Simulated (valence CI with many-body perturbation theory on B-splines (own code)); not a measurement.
Forbidden lines of Pd XL

Level of theory: configuration interaction combined with many-body perturbation theory (CI+MBPT): five valence electrons over a frozen Dirac-Fock core [He], radial functions for each j: 11 s, 11 p, 10 d, 8 f, 5 g, 2 h, with the one-electron correlation potential Σ1, the two-electron term Σ2, the three-electron term Σ3, Breit, model QED; selected CI, second order for the rest, scaled by the run's own slope (own B-spline code, finite nucleus).

The last digits are not significant, and no measured levels were compared; by estimate large intervals hold to a few tenths of a per cent, small ones and those within an open d or f shell to about a per cent. Among the levels kept, up to 7100 cm⁻¹ of a level comes from second order outside the variational space, and about a tenth of that is noise between levels of different J, which matters for small intervals.

Lines 1 to 50 of 71 in falling wavelength, among levels below 4047.6 eV, chosen from the decays that carry over 1 % of a level's rate. Wavelengths and rates use the calculated energies. Electric multipoles are in the length gauge, E1 and E2 with the static RPA response of the core. Weak lines are less certain than strong ones. Lines between different terms over intervals too small for the method are left out, as are lines whose strength nearly cancels. The highest levels of a list are the least certain.

Levels are named by their leading jj configuration (3d3/2^4 stands for four electrons in 3d with j = 3/2), which in mixed levels can hold well under half, so a name can repeat and another be missing. Letters in brackets count levels of one name in rising energy.

| λ vac (nm) | Upper | Lower | Type | A (s⁻¹) | Branch % |
| --- | --- | --- | --- | --- | --- |
| 8.153 | (2s^2 2p1/2 2p3/2^2) J=3/2 | (2s^2 2p1/2^2 2p3/2) J=3/2 | M1 | 3.77e+07 | 100.0 |
| 8.108 | (2s^2 2p3/2^3) J=3/2 | (2s^2 2p1/2 2p3/2^2) J=1/2 | M1 | 9.16e+06 | 11.2 |
| 7.314 | (2s^2 2p1/2 2p3/2^2) J=5/2 | (2s^2 2p1/2^2 2p3/2) J=3/2 | M1 | 6.63e+06 | 99.3 |
| 6.999 | (2s^2 2p3/2^3) J=3/2 | (2s^2 2p1/2 2p3/2^2) J=5/2 | M1 | 1.36e+07 | 16.7 |
| 6.400 | (2s^2 2p1/2 2p3/2^2) J=1/2 | (2s^2 2p1/2^2 2p3/2) J=3/2 | M1 | 2.98e+07 | 99.8 |
| 6.372 | (2s^2 2p3/2^3) J=3/2 | (2s^2 2p1/2 2p3/2^2) J=3/2 | M1 | 5.83e+07 | 71.4 |
| 0.4054 | (2s^2 2p1/2 2p3/2 3d5/2) J=9/2 | (2s 2p1/2 2p3/2^3) J=5/2 | E2 | 3.51e+08 | 3.1 |
| 0.3845 | (2s^2 2p3/2^2 3d5/2) J=9/2 | (2s 2p1/2 2p3/2^3) J=5/2 | E2 | 3.89e+08 | 3.4 |
| 0.3806 | (2s^2 2p1/2 2p3/2 3p1/2) J=3/2 [a] | (2s^2 2p1/2 2p3/2^2) J=1/2 | E2 | 1.31e+10 | 7.6 |
| 0.3794 | (2s^2 2p1/2 2p3/2 3p1/2) J=5/2 | (2s^2 2p1/2 2p3/2^2) J=1/2 | E2 | 2.25e+10 | 9.8 |
| 0.3783 | (2s^2 2p1/2 2p3/2 3p1/2) J=1/2 | (2s^2 2p1/2 2p3/2^2) J=5/2 | E2 | 3.08e+10 | 15.5 |
| 0.3767 | (2s^2 2p1/2^2 3p1/2) J=1/2 | (2s^2 2p1/2^2 2p3/2) J=3/2 | E2 | 1.29e+11 | 53.9 |
| 0.3767 | (2s^2 2p3/2^2 3p1/2) J=3/2 | (2s^2 2p3/2^3) J=3/2 | E2 | 2.80e+10 | 3.1 |
| 0.3766 | (2s^2 2p1/2 2p3/2 3p1/2) J=5/2 | (2s^2 2p1/2 2p3/2^2) J=5/2 | E2 | 7.51e+10 | 32.6 |
| 0.3763 | (2s^2 2p1/2 2p3/2 3p1/2) J=1/2 | (2s^2 2p1/2 2p3/2^2) J=3/2 | E2 | 4.51e+10 | 22.7 |
| 0.3763 | (2s^2 2p3/2^2 3p1/2) J=5/2 | (2s^2 2p3/2^3) J=3/2 | E2 | 8.77e+10 | 24.4 |
| 0.3758 | (2s^2 2p1/2 2p3/2 3p1/2) J=3/2 [a] | (2s^2 2p1/2 2p3/2^2) J=3/2 | E2 | 8.36e+10 | 48.3 |
| 0.3757 | (2s 2p1/2 2p3/2^2 3p3/2) J=9/2 | (2s 2p1/2 2p3/2^3) J=5/2 | E2 | 1.62e+10 | 9.4 |
| 0.3746 | (2s^2 2p1/2 2p3/2 3p1/2) J=5/2 | (2s^2 2p1/2 2p3/2^2) J=3/2 | E2 | 1.85e+10 | 8.0 |
| 0.3744 | (2s^2 2p1/2 2p3/2 3p3/2) J=3/2 [a] | (2s^2 2p1/2 2p3/2^2) J=1/2 | E2 | 6.13e+09 | 1.9 |
| 0.3744 | (2s^2 2p1/2 2p3/2 3p1/2) J=3/2 [b] | (2s^2 2p1/2 2p3/2^2) J=5/2 | E2 | 7.47e+10 | 7.1 |
| 0.3735 | (2s 2p1/2^2 2p3/2 3p3/2) J=7/2 | (2s 2p1/2^2 2p3/2^2) J=5/2 | E2 | 3.26e+10 | 3.8 |
| 0.3732 | (2s^2 2p1/2 2p3/2 3p3/2) J=3/2 [b] | (2s^2 2p1/2 2p3/2^2) J=1/2 | E2 | 2.43e+10 | 1.0 |
| 0.3732 | (2s^2 2p3/2^2 3p1/2) J=1/2 | (2s^2 2p3/2^3) J=3/2 | E2 | 9.37e+10 | 16.5 |
| 0.3728 | (2s^2 2p1/2 2p3/2 3p3/2) J=5/2 [a] | (2s^2 2p1/2 2p3/2^2) J=5/2 | E2 | 9.76e+09 | 1.9 |
| 0.3724 | (2s^2 2p3/2^2 3p3/2) J=5/2 | (2s^2 2p3/2^3) J=3/2 | E2 | 3.51e+10 | 6.7 |
| 0.3724 | (2s^2 2p3/2^2 3p3/2) J=7/2 | (2s^2 2p3/2^3) J=3/2 | E2 | 2.17e+10 | 6.1 |
| 0.3723 | (2s^2 2p1/2 2p3/2 3p3/2) J=1/2 [a] | (2s^2 2p1/2 2p3/2^2) J=5/2 | E2 | 1.08e+10 | 3.7 |
| 0.3722 | (2s^2 2p1/2 2p3/2 3p3/2) J=5/2 [b] | (2s^2 2p1/2 2p3/2^2) J=1/2 | E2 | 2.91e+10 | 2.2 |
| 0.3721 | (2s 2p1/2^2 2p3/2 3p3/2) J=1/2 [b] | (2s 2p1/2^2 2p3/2^2) J=3/2 | E2 | 6.38e+10 | 1.9 |
| 0.3717 | (2s^2 2p1/2 2p3/2 3p3/2) J=3/2 [a] | (2s^2 2p1/2 2p3/2^2) J=5/2 | E2 | 2.10e+10 | 6.4 |
| 0.3710 | (2s^2 2p1/2 2p3/2 3p3/2) J=7/2 | (2s^2 2p1/2 2p3/2^2) J=5/2 | E2 | 4.21e+10 | 21.3 |
| 0.3708 | (2s^2 2p1/2 2p3/2 3p3/2) J=5/2 [a] | (2s^2 2p1/2 2p3/2^2) J=3/2 | E2 | 3.56e+10 | 6.8 |
| 0.3704 | (2s^2 2p1/2^2 3p3/2) J=3/2 | (2s^2 2p1/2^2 2p3/2) J=3/2 | E2 | 6.64e+10 | 22.9 |
| 0.3703 | (2s^2 2p1/2 2p3/2 3p3/2) J=1/2 [a] | (2s^2 2p1/2 2p3/2^2) J=3/2 | E2 | 4.52e+10 | 15.6 |
| 0.3698 | (2s^2 2p1/2 2p3/2 3p3/2) J=3/2 [a] | (2s^2 2p1/2 2p3/2^2) J=3/2 | E2 | 1.84e+10 | 5.7 |
| 0.3691 | (2s^2 2p1/2 2p3/2 3p3/2) J=7/2 | (2s^2 2p1/2 2p3/2^2) J=3/2 | E2 | 4.85e+09 | 2.4 |
| 0.3683 | (2s^2 2p1/2 2p3/2 3p3/2) J=1/2 [b] | (2s^2 2p1/2 2p3/2^2) J=5/2 | E2 | 9.89e+10 | 6.0 |
| 0.3664 | (2s^2 2p1/2 2p3/2 3p3/2) J=1/2 [b] | (2s^2 2p1/2 2p3/2^2) J=3/2 | E2 | 4.74e+10 | 2.9 |
| 0.3660 | (2s 2p1/2^2 2p3/2 3d5/2) J=9/2 | (2s 2p1/2^2 2p3/2^2) J=5/2 | M2 | 1.42e+09 | 9.3 |
| 0.3632 | (2s^2 2p1/2 2p3/2 3d5/2) J=9/2 | (2s^2 2p1/2 2p3/2^2) J=5/2 | M2 | 1.35e+09 | 12.1 |
| 0.3622 | (2s^2 2p3/2^2 3d5/2) J=9/2 | (2s 2p1/2^2 2p3/2^2) J=5/2 | E2 | 8.19e+08 | 7.2 |
| 0.3552 | (2s 2p3/2^3 3p3/2) J=7/2 | (2s 2p1/2 2p3/2^3) J=5/2 | E2 | 3.75e+10 | 3.5 |
| 0.3547 | (2s^2 2p1/2 2p3/2 3p3/2) J=5/2 [a] | (2s^2 2p1/2^2 2p3/2) J=3/2 | E2 | 1.66e+10 | 3.2 |
| 0.3544 | (2s 2p1/2 2p3/2^2 3p3/2) J=9/2 | (2s 2p1/2^2 2p3/2^2) J=5/2 | E2 | 7.34e+10 | 42.6 |
| 0.3543 | (2s^2 2p3/2^2 3p1/2) J=1/2 | (2s^2 2p1/2 2p3/2^2) J=5/2 | E2 | 1.15e+10 | 2.0 |
| 0.3542 | (2s^2 2p1/2 2p3/2 3p3/2) J=1/2 [a] | (2s^2 2p1/2^2 2p3/2) J=3/2 | E2 | 2.27e+10 | 7.8 |
| 0.3537 | (2s^2 2p1/2 2p3/2 3p3/2) J=3/2 [a] | (2s^2 2p1/2^2 2p3/2) J=3/2 | E2 | 5.27e+10 | 16.2 |
| 0.3536 | (2s^2 2p3/2^2 3p3/2) J=5/2 | (2s^2 2p1/2 2p3/2^2) J=5/2 | E2 | 4.24e+10 | 8.1 |
| 0.3535 | (2s^2 2p3/2^2 3p3/2) J=7/2 | (2s^2 2p1/2 2p3/2^2) J=5/2 | E2 | 3.21e+10 | 9.0 |
